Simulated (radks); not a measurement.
Removal energies from the niobium ion Nb13+, [Ar] 3d10, by Delta-SCF beside the eigenvalue of the level emptied. Method: scalar-relativistic Kohn-Sham, PBEsol, spin-polarised, spherical densities, finite nucleus; Fermi nuclear charge, rms radius of each element as measured or else 0.836 A^(1/3) + 0.57 fm; computed with a radial shooting solver on a logarithmic mesh with Libxc functionals. Open shells are filled with parallel spins first.

removed from        final configuration  Delta-SCF (eV)  -eigenvalue (eV)
3d                             [Ar] 3d9          483.77            459.71
3p                    [Ne] 3s2 3p5 3d10          632.88            609.81
3s                    [Ne] 3s1 3p6 3d10          724.90            701.81
2p            [He] 2s2 2p5 3s2 3p6 3d10          2682.4            2622.9
